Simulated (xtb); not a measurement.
xtb input (GFN1-xTB):

```bash
xtb mol.xyz --gfn 1 --opt tight --chrg 0 --uhf 0
```
mol.xyz:
```
8

B      0.04464608     0.16872559    -0.07547794
Cl     1.19108183     1.32416079    -0.74580513
Cl     0.62736663    -1.41953979     0.45194296
O     -1.23661918     0.52514328     0.01616638
C     -2.27146034    -0.31335029     0.53965100
H     -2.06130161    -0.57481840     1.57642695
H     -2.35848035    -1.22450087    -0.05167697
H     -3.19535667     0.25608988     0.48105956
```

Output:

```
           -------------------------------------------------
          |                Calculation Setup                |
           -------------------------------------------------

           -------------------------------------------------
          |                 G F N 1 - x T B                 |
           -------------------------------------------------

        Reference                      10.1021/acs.jctc.7b00118
      * Hamiltonian:
        H0-scaling (s, p, d)           1.850000    2.250000    2.000000
        zeta-weighting                 0.000000
      * Dispersion:
        s8                             2.400000
        a1                             0.630000
        a2                             5.000000
        s9                             0.000000
      * Repulsion:
        kExp                           1.500000
        rExp                           1.000000
      * Coulomb:
        alpha                          2.000000
        third order                    atomic
        anisotropic                    false
      * Halogen bond correction:
        rad-scale                      1.300000
        damping                        0.440000

          ...................................................
          :                      SETUP                      :
          :.................................................:
          :  # basis functions                  38          :
          :  # atomic orbitals                  36          :
          :  # shells                           18          :
          :  # electrons                        30          :
          :  # halogen bonds                     2          :
          :  max. iterations                   250          :
          :  Hamiltonian                  GFN1-xTB          :
          :  restarted?                      false          :
          :  GBSA solvation                  false          :
          :  PC potential                    false          :
          :  electronic temp.          300.0000000     K    :
          :  accuracy                    1.0000000          :
          :  -> integral cutoff          0.2500000E+02      :
          :  -> integral neglect         0.1000000E-07      :
          :  -> SCF convergence          0.1000000E-05 Eh   :
          :  -> wf. convergence          0.2000000E-04 e    :
          :  Broyden damping             0.4000000          :
          :  net charge                          0          :
          :  unpaired electrons                  0          :
          ...................................................

 iter      E             dE          RMSdq      gap      omega  full diag
   1    -18.4795050 -0.184795E+02  0.762E+00    7.62       0.0  T
   2    -18.5634024 -0.838975E-01  0.429E+00    6.50       1.0  T
   3    -18.5641739 -0.771484E-03  0.154E+00    6.16       1.0  T
   4    -18.5646210 -0.447058E-03  0.278E-01    6.43       1.0  T
   5    -18.5650344 -0.413400E-03  0.143E-01    6.27       1.0  T
   6    -18.5651822 -0.147792E-03  0.107E-02    6.32       3.3  T
   7    -18.5651828 -0.646184E-06  0.867E-04    6.32      40.8  T
[...]
    * Orbital Energies and Occupations

         #    Occupation            Energy/Eh            Energy/eV
      -------------------------------------------------------------
         1        2.0000           -0.9200048             -25.0346
       ...           ...                  ...                  ...
         3        2.0000           -0.8218539             -22.3638
         4        2.0000           -0.7057750             -19.2051
         5        2.0000           -0.6425566             -17.4849
         6        2.0000           -0.6182689             -16.8240
         7        2.0000           -0.6084459             -16.5567
         8        2.0000           -0.5710701             -15.5396
         9        2.0000           -0.5238656             -14.2551
        10        2.0000           -0.5236575             -14.2494
        11        2.0000           -0.4991220             -13.5818
        12        2.0000           -0.4862955             -13.2328
        13        2.0000           -0.4777981             -13.0015
        14        2.0000           -0.4739969             -12.8981
        15        2.0000           -0.4653975             -12.6641 (HOMO)
        16                         -0.2319937              -6.3129 (LUMO)
        17                         -0.1694495              -4.6110
        18                         -0.1571234              -4.2755
        19                         -0.1038529              -2.8260
        20                         -0.0944516              -2.5702
        21                         -0.0902153              -2.4549
        22                         -0.0529355              -1.4404
        23                         -0.0485745              -1.3218
        24                         -0.0481131              -1.3092
        25                         -0.0471787              -1.2838
        26                         -0.0467318              -1.2716
       ...                                ...                  ...
        36                          0.6006043              16.3433
      -------------------------------------------------------------
                  HL-Gap            0.2334038 Eh            6.3512 eV
             Fermi-level           -0.3486956 Eh           -9.4885 eV

  Mulliken/CM5 charges         n(s)   n(p)   n(d)
     1B     0.54770  0.36014   0.847  1.605  0.000
     2Cl   -0.17149 -0.09462   1.925  5.262 -0.015
     3Cl   -0.22143 -0.15025   1.931  5.305 -0.014
     4O    -0.44052 -0.46850   1.652  4.788  0.000
     5C     0.17530  0.06187   0.973  2.852  0.000
     6H     0.03399  0.09451   0.966  0.000  0.000
     7H     0.03399  0.09451   0.966  0.000  0.000
     8H     0.04246  0.10235   0.958  0.000  0.000

Wiberg/Mayer (AO) data.
largest (>0.10) Wiberg bond orders for each atom

 ---------------------------------------------------------------------------
     #   Z sym  total        # sym  WBO       # sym  WBO       # sym  WBO
 ---------------------------------------------------------------------------
     1   5 B    3.315 --     4 O    1.206     2 Cl   1.071     3 Cl   1.011
     2  17 Cl   1.173 --     1 B    1.071
     3  17 Cl   1.127 --     1 B    1.011
     4   8 O    2.235 --     1 B    1.206     5 C    0.913
     5   6 C    3.892 --     8 H    0.986     7 H    0.982     6 H    0.982
                             4 O    0.913
     6   1 H    1.011 --     5 C    0.982
     7   1 H    1.011 --     5 C    0.982
     8   1 H    1.014 --     5 C    0.986
 ---------------------------------------------------------------------------

Topologies differ in total number of bonds
Writing topology from bond orders to xtbtopo.mol

 dipole moment from electron density (au)
     X       Y       Z
  -0.9855  -0.3385   0.3149  total (Debye):    2.767

           -------------------------------------------------
          |                Geometry Summary                 |
           -------------------------------------------------

      molecular mass/u    :      112.7508663
   center of mass at/Å    :        0.0888627       0.0131771      -0.0214783
  moments of inertia/u·Å² :        0.1333926E+03   0.2118241E+03   0.3420148E+03
rotational constants/cm⁻¹ :        0.1263761E+00   0.7958315E-01   0.4928919E-01

 * 7 selected distances

     #   Z          #   Z                                           value/Å
     1   5 B        2  17 Cl                                      1.7455105
     1   5 B        3  17 Cl                                      1.7673560 (max)
     1   5 B        4   8 O                                       1.3407827
     4   8 O        5   6 C                                       1.4189797
     5   6 C        6   1 H                                       1.0946607
     5   6 C        7   1 H                                       1.0946607
     5   6 C        8   1 H                                       1.0914383 (min)

 * 4 distinct bonds (by element types)

   Z      Z             #   av. dist./Å        max./Å        min./Å
   1 H    6 C           3     1.0935866     1.0946607     1.0914383
   5 B    8 O           1     1.3407827     1.3407827     1.3407827
   6 C    8 O           1     1.4189797     1.4189797     1.4189797
   5 B   17 Cl          2     1.7564333     1.7673560     1.7455105

optimized geometry written to: xtbopt.xyz

           -------------------------------------------------
          | TOTAL ENERGY              -18.462890592729 Eh   |
          | GRADIENT NORM               0.000212892480 Eh/α |
          | HOMO-LUMO GAP               6.351239654098 eV   |
           -------------------------------------------------

------------------------------------------------------------------------
------------------------------------------------------------------------
 total:
 SCF:
Note: The following floating-point exceptions are signalling: IEEE_DENORMAL
normal termination of xtb
 ANC optimizer:
```
